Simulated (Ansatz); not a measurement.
Program: Ansatz. Geometries: PBE0-D4/def2-TZVP. ΔE: electronic, gas phase. CCSD(T)/CBS adds triple-zeta CCSD(T) − MP2 to the extrapolated MP2 energy (def2 sets, frozen cores). This one scheme is used for every species. DFT in def2-TZVPP. B3LYP here is the variant with VWN-RPA as its local correlation; programs differ in this. For Ge outer-core shells are correlated without core-valence functions, which leaves a few kJ/mol of doubt a bond. Scalar relativity is left out up to krypton. Each species was taken in one conformer, which may not be the lowest.

Reaction (ligand exchange at a Ge–O bond): `Cl[SiH](Cl)[O][GeH3]` + `NCS` → `SC[NH][GeH3]` + `O[SiH](Cl)Cl`

Problem. Is it downhill or uphill in electronic energy at CCSD(T)/CBS, and by how much? (An estimate is asked.)

Solution. The calculation gave: Uphill: ΔE = +30.7 kJ/mol.

Problem. What do these levels give: r2SCAN-D4, PBE0-D4, B3LYP-D4, ωB97M-V, SCS-MP2/def2-TZVPP, CCSD/def2-TZVPP? (Best estimate.)

Solution. Computed: r2SCAN-D4 28.5, PBE0-D4 27.7, B3LYP-D4 32.2, ωB97M-V 32.6, SCS-MP2/def2-TZVPP 34.4, CCSD/def2-TZVPP 34.1 kJ/mol.

Largest T1 diagnostic among the species: 0.011.

In def2-TZVPP, CCSD(T) changes the Hartree–Fock value by −16.4 kJ/mol (the triples alone add −2.6 kJ/mol) and MP2 by −18.2 kJ/mol. From PBE to PBE0 (25 % exact exchange), in def2-TZVPP and without D4, ΔE moves by +4.2 kJ/mol.
